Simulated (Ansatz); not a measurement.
```xyz
11

Se    2.071   -1.640    0.740
C     0.974   -0.418    0.087
C     0.472    0.803    0.791
Si   -1.206    0.184    0.138
C     0.046   -0.577   -1.076
H     0.761    0.923    1.830
H     0.694    1.712    0.217
H    -1.862   -0.807    1.020
H    -2.172    1.186   -0.382
H    -0.004   -1.561   -1.531
H     0.226    0.195   -1.836
```

The species carries charge 0 and has multiplicity 1.

Problem. List the B3LYP/def2-TZVPP orbital energies in eV (Ansatz). (Estimate.)

Solution. The calculation gave: Occupied: -12350.23, -1799.57, -1579.56, -1417.72, -1417.72, -1417.64, -279.04, -277.23, -277.23, -211.87, -155.93, -155.90, -155.65, -144.10, -99.41, -99.41, -99.39, -56.75, -56.73, -56.52, -56.50, -56.44, -23.20, -18.94, -18.93, -14.71, -14.49, -12.93, -11.87, -11.24, -10.62, -9.87, -8.87, -8.86, -7.03, -5.70. Lowest empty: -2.30, -0.29, 0.45, 1.08, 1.28, 1.71, 2.01, 2.47.

B3LYP here is the variant with VWN-RPA as its local correlation; programs differ in this.
